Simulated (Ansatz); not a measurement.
`C[CH2][Sn]([F])([F])[F]` → F₂ + `C[CH2][Sn][F]`  (stannylene formation by 1,1-elimination)

Program: Ansatz. Geometries: PBE0-D4/def2-TZVP. ΔE: electronic, gas phase. CBS: MP2 limit from def2 TZ/QZ plus the TZ coupled-cluster correction, frozen cores. This one scheme is used for every species. DFT in def2-TZVPP. B3LYP here is the variant with VWN-RPA as its local correlation; programs differ in this. HSE06 is defined as in plane-wave codes. Elements past krypton have def2 core potentials. For Sn outer-core shells are correlated without core-valence functions, which leaves a few kJ/mol of doubt a bond. Each species was taken in one conformer, which may not be the lowest.

```csv
level,ΔE (kcal/mol),difference from CCSD(T)/CBS
LDA (SPW92),161.3,-6.2
PBE-D4,153.4,-14.1
revPBE-D4,150.2,-17.3
BLYP-D4,149.9,-17.6
r2SCAN-D4,163.7,-3.8
B97M-V,163.9,-3.6
PBE0-D4,161.1,-6.4
B3LYP-D4,157.3,-10.2
r2SCANh-D4,165.3,-2.2
r2SCAN0-D4,167.9,0.4
HSE06-D4,160.9,-6.6
BHLYP-D4,167.3,-0.2
CAM-B3LYP-D4,163.3,-4.2
ωB97X-V,164.8,-2.7
ωB97M-V,162.4,-5.1
B2PLYP,161.9,-5.6
PBE-QIDH,169.5,2.0
PBE,152.5,-15.0
BLYP,148.3,-19.2
r2SCAN,163.4,-4.1
B3LYP,156.0,-11.5
r2SCANh,165.0,-2.5
HSE06,160.2,-7.3
BHLYP,166.1,-1.4
CAM-B3LYP,162.5,-5.0
LC-ωPBE,168.5,1.0
HF/def2-SVP,166.9,-0.6
MP2/def2-SVP,168.5,1.0
CCSD/def2-SVP,158.6,-8.9
CCSD(T)/def2-SVP,156.5,-11.0
HF/def2-TZVPP,173.6,6.1
MP2/def2-TZVPP,169.6,2.1
SCS-MP2/def2-TZVPP,164.8,-2.7
CCSD/def2-TZVPP,163.6,-3.9
CCSD(T)/def2-TZVPP,162.4,-5.1
HF/def2-QZVPP,175.9,8.4
MP2/def2-QZVPP,173.4,5.9
HF/CBS(def2),176.2,8.7
MP2/CBS(def2),174.8,7.3
CCSD/CBS(def2),168.8,1.3
CCSD(T)/CBS,167.5,0
```

Largest T1 diagnostic among the species: 0.015.

At CCSD(T), def2-SVP lies −11.0 kcal/mol from the extrapolated value and def2-TZVPP −5.1 kcal/mol. From BLYP to BHLYP (50 % exact exchange), in def2-TZVPP and without D4, ΔE moves by +17.9 kcal/mol. The D4 term adds +1.3 kcal/mol with B3LYP and +0.8 kcal/mol with PBE0; it sums over pairs of atoms, weighted by their polarisabilities, and B3LYP, whose exchange is more repulsive, gets the larger term.

CCSD(T)/CBS has its own doubt, a few kJ/mol and more with outer-core shells, so smaller differences from it don't rank the levels.
